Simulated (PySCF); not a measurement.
PySCF input (BP86/def2-TZVPD):

```python
from pyscf import gto, scf, dft

mol = gto.M(
    atom='''
    Ca    0.26457990    0.20873362    0.32761240
    Cl    1.57993568    0.28694978   -1.85541736
    Cl   -1.89120615   -0.53251874    1.46999101
    ''',
    basis='def2-tzvpd',
    charge=1,
    spin=1,
    verbose=4,
)

mf = dft.UKS(mol, xc='bp86').density_fit(auxbasis='def2-universal-jkfit')
mf.grids.level = 3
mf.conv_tol = 1e-9
mf.max_cycle = 100
mf.max_memory = 1500
mf.kernel()
if not mf.converged:
    mf = mf.newton()
    mf.kernel(mf.make_rdm1())
for _ in range(2):
    mo, _, stable, _ = mf.stability(return_status=True)
    if stable:
        break
    mf.kernel(mf.make_rdm1(mo, mf.mo_occ))
mf.analyze()
```

End of the output:

```

converged SCF energy = -1597.94314603668  <S^2> = 0.75288018  2S+1 = 2.0028781
uhf_internal: lowest eigs of H = [0.00070569 0.0408827  0.23155244]
<class 'pyscf.soscf.newton_ah.SecondOrderDFUKS'> wavefunction is stable in the internal stability analysis
**** SCF Summaries ****
Total Energy =                       -1597.943146036684539
Nuclear Repulsion Energy =             172.482548922946876
One-electron Energy =                -2532.492849461552396
Two-electron Energy =                  762.067154501921095
Two-electron Coulomb Energy =          854.670119088347747
DFT Exchange-Correlation Energy =      -92.602964586426651
HOMO-LUMO gap [eV] =                     0.101659922394493
**** MO energy ****
                             alpha | beta                alpha | beta
MO #1   energy= -144.640876453894  | -144.640881828846  occ= 1 | 1
MO #2   energy= -101.034301064466  | -101.028242657773  occ= 1 | 1
MO #3   energy= -100.807931132364  | -100.80794047802   occ= 1 | 1
MO #4   energy= -15.3008424973751  | -15.3008416534021  occ= 1 | 1
MO #5   energy= -12.5020243103719  | -12.5020326916064  occ= 1 | 1
MO #6   energy= -12.5019972570316  | -12.5019752813641  occ= 1 | 1
MO #7   energy= -12.4999764481389  | -12.4999926497942  occ= 1 | 1
MO #8   energy= -9.49588429819869  | -9.49021998724444  occ= 1 | 1
MO #9   energy= -9.27190900656823  | -9.27191714675491  occ= 1 | 1
MO #10  energy= -7.32854466445753  | -7.31187744471009  occ= 1 | 1
MO #11  energy= -7.30649287964113  | -7.30298406972794  occ= 1 | 1
MO #12  energy= -7.30529056036198  | -7.30178978595907  occ= 1 | 1
MO #13  energy= -7.08906257657645  | -7.08908307002351  occ= 1 | 1
MO #14  energy= -7.0876160426496   | -7.08762178120494  occ= 1 | 1
MO #15  energy= -7.08758294152311  | -7.08759197213858  occ= 1 | 1
MO #16  energy= -1.9142751795113   | -1.91424439978903  occ= 1 | 1
MO #17  energy= -1.23615696468686  | -1.23593829761355  occ= 1 | 1
MO #18  energy= -1.23482474529523  | -1.23487118566011  occ= 1 | 1
MO #19  energy= -1.22780646565719  | -1.22753212663089  occ= 1 | 1
MO #20  energy= -1.03900354254     | -0.998651146276315 occ= 1 | 1
MO #21  energy= -0.823063421207541 | -0.823097603224096 occ= 1 | 1
MO #22  energy= -0.62842139521924  | -0.581075486464235 occ= 1 | 1
MO #23  energy= -0.594728205633968 | -0.561336454134808 occ= 1 | 1
MO #24  energy= -0.575151718056732 | -0.418917839960518 occ= 1 | 1
MO #25  energy= -0.419076837252904 | -0.394607777234854 occ= 1 | 1
MO #26  energy= -0.394591544558248 | -0.394538798382145 occ= 1 | 1
MO #27  energy= -0.394526388714001 | -0.547247342649487 occ= 1 | 0
MO #28  energy= -0.27205286684293  | -0.271246653007107 occ= 0 | 0
MO #29  energy= -0.256127029672283 | -0.254707740479968 occ= 0 | 0
MO #30  energy= -0.254986468326408 | -0.254007063000672 occ= 0 | 0
MO #31  energy= -0.248829430514837 | -0.247554687730752 occ= 0 | 0
MO #32  energy= -0.247940652878268 | -0.2453145264716   occ= 0 | 0
MO #33  energy= -0.200538685786093 | -0.196567075748556 occ= 0 | 0
MO #34  energy= -0.170651912843481 | -0.17038645863187  occ= 0 | 0
MO #35  energy= -0.166185606231303 | -0.161149975257927 occ= 0 | 0
MO #36  energy= -0.131148460937343 | -0.12760203287378  occ= 0 | 0
MO #37  energy= -0.0939541810074007 | -0.0896741872652201 occ= 0 | 0
MO #38  energy= -0.0901855804018949 | -0.0878762129200074 occ= 0 | 0
MO #39  energy= -0.089169643119739 | -0.0827417333357178 occ= 0 | 0
MO #40  energy= -0.0830062084375684 | -0.0759739435969431 occ= 0 | 0
MO #41  energy= -0.0820622276885409 | -0.0635579667603391 occ= 0 | 0
MO #42  energy= -0.076472345475426 | -0.0596382804713698 occ= 0 | 0
MO #43  energy= -0.0503043920578325 | -0.0465099726516051 occ= 0 | 0
MO #44  energy= -0.0471225029783139 | -0.0452922284050842 occ= 0 | 0
MO #45  energy= -0.0389782824718287 | -0.0325969786327306 occ= 0 | 0
MO #46  energy= -0.0236681698485306 | -0.0215037047930942 occ= 0 | 0
MO #47  energy= -0.0181399494042968 | -0.0165096892808403 occ= 0 | 0
MO #48  energy= -0.0138881165434698 | -0.00850732930302356 occ= 0 | 0
MO #49  energy= 0.00224976321940668 | 0.00470084956419892 occ= 0 | 0
MO #50  energy= 0.00350789741323143 | 0.00575586098875336 occ= 0 | 0
MO #51  energy= 0.0100903770012725 | 0.0183641947490397 occ= 0 | 0
MO #52  energy= 0.0178642588518691 | 0.0217180365561878 occ= 0 | 0
MO #53  energy= 0.0207837924535473 | 0.0222971198731865 occ= 0 | 0
MO #54  energy= 0.0608988555107214 | 0.0639283084429873 occ= 0 | 0
MO #55  energy= 0.0620907358926965 | 0.064065138051068  occ= 0 | 0
MO #56  energy= 0.0775830691591408 | 0.0799675251665777 occ= 0 | 0
MO #57  energy= 0.0849723027630851 | 0.0875553849409437 occ= 0 | 0
MO #58  energy= 0.105310827900121  | 0.107306972146888  occ= 0 | 0
MO #59  energy= 0.106223118755756  | 0.110209398278122  occ= 0 | 0
MO #60  energy= 0.122052738195187  | 0.129582295769086  occ= 0 | 0
MO #61  energy= 0.148297460835237  | 0.149765055083228  occ= 0 | 0
MO #62  energy= 0.159507685540179  | 0.160075605402522  occ= 0 | 0
MO #63  energy= 0.164999309147828  | 0.166839267121062  occ= 0 | 0
MO #64  energy= 0.257912897855146  | 0.265543598055931  occ= 0 | 0
MO #65  energy= 0.259560930549467  | 0.284304627439548  occ= 0 | 0
MO #66  energy= 0.279627620863782  | 0.307936940832248  occ= 0 | 0
MO #67  energy= 0.280347525465508  | 0.3178524618953    occ= 0 | 0
MO #68  energy= 0.31947952223151   | 0.33256020243173   occ= 0 | 0
MO #69  energy= 0.346616483275802  | 0.349730345627817  occ= 0 | 0
MO #70  energy= 0.346806292854502  | 0.3702228473412    occ= 0 | 0
MO #71  energy= 0.388718579599316  | 0.390708987194405  occ= 0 | 0
MO #72  energy= 0.400333366578907  | 0.403965141512878  occ= 0 | 0
MO #73  energy= 0.446349258259884  | 0.447409450235698  occ= 0 | 0
MO #74  energy= 0.455912701302695  | 0.456047967035397  occ= 0 | 0
MO #75  energy= 0.468469183990438  | 0.469592300548682  occ= 0 | 0
MO #76  energy= 0.487492955948946  | 0.489361336792306  occ= 0 | 0
MO #77  energy= 0.493203375466283  | 0.493378827010246  occ= 0 | 0
MO #78  energy= 0.502099573658292  | 0.5067598173467    occ= 0 | 0
MO #79  energy= 0.584642095970144  | 0.585245159310749  occ= 0 | 0
MO #80  energy= 0.622588976797945  | 0.629335375976494  occ= 0 | 0
MO #81  energy= 0.631470404863249  | 0.631375398074363  occ= 0 | 0
MO #82  energy= 0.671086962852691  | 0.677936611594809  occ= 0 | 0
MO #83  energy= 0.755353420675636  | 0.764652257554989  occ= 0 | 0
MO #84  energy= 0.851450182825187  | 0.853721674702422  occ= 0 | 0
MO #85  energy= 1.03115152345851   | 1.03116054025605   occ= 0 | 0
MO #86  energy= 1.03405014621804   | 1.0345167698936    occ= 0 | 0
MO #87  energy= 1.03805344850115   | 1.03810181295433   occ= 0 | 0
MO #88  energy= 1.08919976538304   | 1.09437398923518   occ= 0 | 0
MO #89  energy= 1.12644358644119   | 1.12816347279795   occ= 0 | 0
MO #90  energy= 1.26367931637959   | 1.26665212929733   occ= 0 | 0
MO #91  energy= 1.51197884968304   | 1.54708220925582   occ= 0 | 0
MO #92  energy= 1.51220667728357   | 1.55339970683045   occ= 0 | 0
MO #93  energy= 1.55684964739793   | 1.58887264095055   occ= 0 | 0
MO #94  energy= 1.58582558094172   | 1.59025585979565   occ= 0 | 0
MO #95  energy= 1.62374439590921   | 1.64015840687611   occ= 0 | 0
MO #96  energy= 1.66916984016021   | 1.71670614854767   occ= 0 | 0
MO #97  energy= 1.67099139167139   | 1.71868809666592   occ= 0 | 0
MO #98  energy= 1.68375116244076   | 1.72178211896337   occ= 0 | 0
MO #99  energy= 1.68684323868266   | 1.72642817562036   occ= 0 | 0
MO #100 energy= 1.70408354259608   | 1.73203641102928   occ= 0 | 0
MO #101 energy= 1.71882893703293   | 1.73306743648235   occ= 0 | 0
MO #102 energy= 1.71921707742415   | 1.73605209484901   occ= 0 | 0
MO #103 energy= 1.73190253322867   | 1.74896567376178   occ= 0 | 0
MO #104 energy= 1.75547112058828   | 1.7607332064014    occ= 0 | 0
[...]
```
